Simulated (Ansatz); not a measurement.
A structure relaxed at PBE0-D4/def2-TZVP, charge 0, multiplicity 1:

```xyz
10

C     0.459    1.296    0.787
Si   -0.630    0.103   -0.126
C     0.000   -1.561   -0.586
Se   -0.186   -0.420   -2.248
H     0.170    2.327    0.569
H     0.377    1.141    1.867
H     1.500    1.160    0.487
H    -2.059    0.196    0.255
H     1.036   -1.824   -0.395
H    -0.666   -2.417   -0.611
```

Q: Give its formula and SMILES.

A: C2H6SeSi, `C[SiH]1C[Se]1`.

Q: Summarise the bond lengths by kind.

A: 2 × C–Si 1.838 to 1.856 Å; 5 × C–H 1.085 to 1.094 Å; 1 × Se–Si 2.230 Å; 1 × H–Si 1.482 Å; 1 × C–Se 2.025 Å.

All numbers were calculated with Ansatz.
